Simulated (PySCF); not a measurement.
# Computed structure and properties of Pb2F4

System: Pb2F4 (singlet); start: displaced along the imaginary mode (C2v). Method: PySCF 2.14.0, RKS r2SCAN, Pb def2-SVP with ECP60, F def2-SVP; non-relativistic Hamiltonian with scalar-relativistic core potentials where named; density fitting; no spin-orbit coupling.

Input of the relaxation:

```python
mol = gto.M(atom='''
Pb    -0.00000    -0.04496     1.81584
Pb     0.00000    -0.04496    -1.81584
F      1.50195     0.25000     0.00000
F     -1.50195     0.25000    -0.00000
F     -0.00000     0.24218     3.94442
F      0.00000     0.24218    -3.94442''',
    basis={'Pb': 'def2-SVP', 'F': 'def2-SVP'},
    ecp={'Pb': 'def2-SVP'},
    charge=0, spin=0)
mf = dft.RKS(mol, xc='R2SCAN')
mf.grids.atom_grid = (50, 194)
mf = mf.density_fit()  # fitting sets: Pb def2-universal-JKFIT, F def2-universal-JKFIT
mf.conv_tol = 1e-08; mf.max_cycle = 55
mf.kernel(dm0)  # dm0: converged density of the start geometry
# quasi-Newton relaxation in Cartesian coordinates to a largest gradient under 0.00045 Eh/bohr, steps kept in the point group
```

Run from Python with OMP_NUM_THREADS=2; the lines above give its settings. Where DIIS fails, smearing, a level shift and second-order steps follow.
It took 120 s on 2 threads of Arm Neoverse V2, with other jobs on the host, from the converged density of the start.

Course of the relaxation:

| step | energy above end (eV) | largest force component within the symmetry (eV/Å) |
| --- | --- | --- |
| 0 | 2.0913 | 0.506 |
| 1 | 1.7225 | 0.771 |
| 2 | 1.5033 | 1.520 |
| 3 | 1.1844 | 1.503 |
| 4 | 0.9275 | 0.468 |
| 5 | 0.7318 | 1.222 |
| 6 | 0.6156 | 1.391 |
| 7 | 0.4855 | 0.583 |
| 18 | 0.0073 | 0.081 |
| 19 | 0.0031 | 0.094 |
| 20 | 0.0011 | 0.026 |
| 21 | 0.0004 | 0.026 |
| 22 | 0.0002 | 0.022 |
| 23 | 0.0000 | 0.003 |
(The steps between are left out.)

Relaxed geometry (C2v):

```xyz
6

Pb    0.0000   -0.4659    1.8039
Pb    0.0000   -0.4659   -1.8039
F     1.3282   -0.6688    0.0000
F    -1.3282   -0.6688    0.0000
F     0.0000    1.5819    1.7194
F     0.0000    1.5819   -1.7194
```

```
   contact      Å
Pb1–F3 (F)  2.249
Pb1–F4 (F)  2.249
Pb1–F5 (F)  2.050
Pb2–F6 (F)  2.050
```

On the finer grid (75, 302):

- HOMO: -7.29 eV
- LUMO: -2.21 eV
- Dipole about the centre of mass: 5.96 D
- Set of Mulliken populations of Pb1 outside the core potential: s 3.91, p 7.00, d 10.15
- D3(BJ) dispersion energy (not in the energies): -0.039 eV

```
atom  Mulliken (e)  Löwdin (e)  spin (e)
 Pb1          0.94        0.69      0.00
 Pb2          0.94        0.69      0.00
  F3         -0.48       -0.33      0.00
  F4         -0.48       -0.33      0.00
  F5         -0.46       -0.36      0.00
  F6         -0.46       -0.36      0.00
```

No frequency check is given for this geometry.

Taking off one F (charge -1, singlet; the rest: singlet) in vacuum, both parts rigid, costs 11.11 eV; the small basis without counterpoise inflates it. Most of it is the attraction of opposite charges; other ways to part are cheaper, and one spin state was tried for the rest.

Rigid scan of F along the line from its metal:

distance to F3 (Å), energy (eV) and a bar:
```
     1.95      0.630 #########
     2.05      0.235 ###
     2.15      0.049 #
     2.25      0.000 
     2.35      0.035 #
     2.45      0.121 ##
     2.65      0.370 #####
     2.95      0.775 ###########
     3.35      1.313 ###################
     3.85      2.035 ##############################
```

One start shape was tried, so this needn't be the lowest isomer.
